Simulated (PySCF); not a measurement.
Computed shifts of a molecule C4H3BrClF, PBE/pcSseg-1 (PySCF), GIAO, gas phase, equivalent atoms averaged, in ppm (number of nuclei): ¹³C: 170.0 (1), 138.8 (1), 137.3 (1), 100.6 (1). ¹⁹F: -127.0 (1). ¹H: 7.21 (1), 5.62 (1), 5.36 (1). References: ¹³C against TMS (σ = 182.0 ppm); ¹⁹F against CFCl3 (σ = 133.6 ppm); ³⁵Cl against HCl (σ = 936.5 ppm); ¹H against TMS (σ = 31.49 ppm), references at their B3LYP-D3(BJ)/def2-TZVP geometries, non-relativistic (without spin–orbit terms, shifts of atoms bonded to Cl or Br come out too high). Coordinates come from a B3LYP-D3(BJ)/def2-SVP optimisation. The values are those of a single conformer.

**Question.** Which structure fits?
A) C=C/C(Cl)=C(\F)Br
B) C=C(F)/C(Br)=C/Cl
C) C=C(Br)/C(F)=C\Cl
D) FC(=C=CCl)CBr

**Answer.** B, C=C(F)/C(Br)=C/Cl
